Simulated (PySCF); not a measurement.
**Question.** Give a PBE0-D3(BJ)/def2-SVP geometry of `C[Si@@H](N)[SiH2]Br`.

**Answer.** 
Z-matrix in Å and degrees, rows numbered from 1:
```
C 
Si  1  1.8756
N   2  1.7359  1  109.73
Si  2  2.3448  1  112.86  3   114.53
Br  4  2.2536  2  104.81  1  -169.25
H   1  1.1002  2  110.64  3   -55.59
H   1  1.1021  2  110.52  3    64.24
H   1  1.1008  2  111.03  3  -176.54
H   2  1.5052  1  108.43  3  -127.88
H   3  1.0154  2  119.48  1   -55.78
H   3  1.0160  2  117.42  1   166.36
H   4  1.4942  2  113.91  1   -52.54
H   4  1.4942  2  115.02  1    73.47
```

N3 (silicon-bound nitrogen) is pyramidal (angles 119.5°, 117.4° and 110.3°, sum 347.2°, 0.25 Å off the plane of its three neighbours). Si4 (SiH2 silicon) is distorted tetrahedral (angles from 104.8° to 115.0°). Si2 (SiH silicon) is distorted tetrahedral (angles from 103.2° to 116.2°). Of the pairs four or more bonds apart, Br5···H11 is among the closest relative to their van der Waals radii: 3.14 Å, 103 % of the sum of Bondi's values.

Method used: PBE0-D3(BJ)/def2-SVP geometry optimisation, gas phase (PySCF 2.14.0).

Point group: C1 (no symmetry element, even within 0.4 Å). No frequency check. One conformer, not necessarily the lowest (C1–Si2–N3–H -56° and 166°, C1–Si2–Si4–Br5 -169°).
